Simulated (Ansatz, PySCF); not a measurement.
Gas-phase reaction in SMILES: [O][SiH](O)O → O[SiH](O)[O-] (an electron is taken up)

Property: adiabatic electron affinity (0 K, with zero-point energies), in eV. Positive where the reaction releases energy. Set-up: valence correlation only; spin-orbit terms left out; six Cartesian d functions in 6-31G* and its kin unless marked 5d; non-relativistic; UHF or UKS for open shells; 6-311+G** with 5d, 6d on Na to Ar in Ansatz (an electronic-structure program); LANL2DZ with its own core potentials from Na on; no dispersion term unless named. Ab initio and DFT rows: single points at B3LYP-D3(BJ) geometries (Ansatz), with unscaled harmonic terms from B3LYP/6-31G* (Ansatz) at its own minima. Anions need diffuse functions, which STO-3G, LANL2DZ, def2-SVP, cc-pVDZ and Pople sets without + lack.

```csv
level,program,"adiabatic electron affinity (0 K, with zero-point energies) (eV)"
HF/3-21G,Ansatz,0.45
HF/6-311+G**,Ansatz,1.71
PBE/LANL2DZ,Ansatz,3.14
PBE/def2-SVP,Ansatz,2.92
PBE/6-311+G**,Ansatz,3.68
BLYP/6-31G*,Ansatz,2.83
B3LYP/STO-3G,Ansatz,-3.09
B3LYP/LANL2DZ,Ansatz,3.09
B3LYP/6-31G*,Ansatz,2.94
B3LYP/6-311+G**,Ansatz,3.60
PBE0/6-311+G**,Ansatz,3.48
M06-2X/6-31G* (5d),PySCF,2.97
MP2/6-311+G**,Ansatz,3.67
B3PW91/6-31G* (5d),PySCF,2.95
PBE/def2-TZVPD,Ansatz,3.62
PBE0/def2-TZVPD,Ansatz,3.40
B2PLYP-D3(BJ)/def2-TZVPD,Ansatz + dftd3,3.58
```

No value to compare with is used here. The 14 habitual levels span -3.09 (B3LYP/STO-3G) to 3.68 eV (PBE/6-311+G**); PBE/def2-TZVPD gives 3.62.

The levels are drawn from those run, B3LYP/6-31G* more often than the rest, none by its result; left out are runs that failed, that the program found above a lower state of the same kind, or whose <S^2> lies over 0.5 above the pure value.
